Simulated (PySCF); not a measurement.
# How methods differ on the excitation energy of Yb²⁺

Yb²⁺ [Xe] 4f14 (1S) → Yb²⁺ [Xe] 4f13 5d1 (high-spin determinant), as a difference of total energies. All numbers are calculated (PySCF 2.14, the spin-free X2C one-electron Hamiltonian (Gaussian nucleus), in cc-pVTZ-X2C). Correlated levels: valence: [Kr] 4d10 frozen; valence and next inner shell: [Ar] 3d10 frozen. The calculations carry no spin-orbit coupling.

| method | excitation energy (eV) |
| --- | --- |
| UHF | 1.249 |
| LDA | 6.179 |
| PBE | 5.679 |
| PBE0 | 4.692 |
| MP2 (valence) | 6.584 |
| SCS-MP2 (valence) | 5.852 |
| MP2 (valence and next inner shell) | 7.232 |
| SCS-MP2 (valence and next inner shell) | 6.351 |

Q: How much does correlation contribute at MP2 (valence and next inner shell)?

A: 7.232 − (1.249) = 5.983 eV, measured against UHF.

A first-order spin-orbit estimate (lowest level to lowest level, LS coupling) adds -0.418 eV.

The determinant of the upper state mixes LS terms, which raises its energy above the lowest term, most at the Hartree-Fock and MP2 levels.
